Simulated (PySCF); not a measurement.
## Electron correlation in S(2+) (sulfur, charge +2)

[Ne] 3s1 3p2 3d1, one real determinant (an excited configuration). Calculation: PySCF 2.14, in dyall-av3z (19s12p3d2f, 84 functions); scalar relativity by spin-free X2C-1e. Frozen: [Ne]; 4 electrons correlated; the 23 highest virtual orbitals of each spin left out.

```
  level  correlation energy (mhartree)
   CCSD                         -64.48
    (T)                          -5.95
CCSD(T)                         -70.43
```

Diagnostics: T1 = 0.034, D1 = 0.0940, largest double amplitude 0.473.

Problem. Is a single reference adequate?

Solution. Not fully. The real determinant used has ⟨L²⟩ near 8 against 12 for a pure F term, so it mixes terms. The outer electron is Rydberg-like, and this basis confines it to a smaller radius and binds it less than a complete one would. T1 exceeds 0.03, a sign that the reference determinant is poor. A double-excitation amplitude exceeds 0.15, a sign of near-degeneracy.

The reference is one real determinant that mixes LS terms of this configuration.
